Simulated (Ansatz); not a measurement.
Si2Au. The state is a doublet with charge 0. Geometry PBE-D4/def2-TZVP; atoms count from 1.

```xyz
3

Au   -1.409    0.078   -0.170
Si    0.559   -0.586    1.040
Si    0.850    0.507   -0.870
```

In the def2 sets Au takes a core potential; there is no spin–orbit coupling. The structure comes from a short search, and lower isomers may exist.

**Question.** Estimate the Mulliken populations from the PBE0/def2-TZVP orbitals of Ansatz.

**Answer.** 
```json
{"atom": "Au1", "charge (e)": "0.27", "spin (α − β)": "0.03", "d electrons": "9.56"}
{"atom": "Si2", "charge (e)": "-0.14", "spin (α − β)": "0.48", "d electrons": "–"}
{"atom": "Si3", "charge (e)": "-0.14", "spin (α − β)": "0.48", "d electrons": "–"}
```
Mulliken values depend strongly on the basis.

**Question.** Where does the spin sit?

**Answer.** Summed by element: Au 0.03, Si 0.97, of 1 unpaired in all. Largest on single atoms: Si2 0.48, Si3 0.48, Au1 0.03.

**Question.** And the Mayer bond orders between heavy atoms (over 0.3)?

**Answer.** Au1–Si2 0.87 (2.40 Å); Au1–Si3 0.87 (2.40 Å); Si2–Si3 1.78 (2.22 Å).
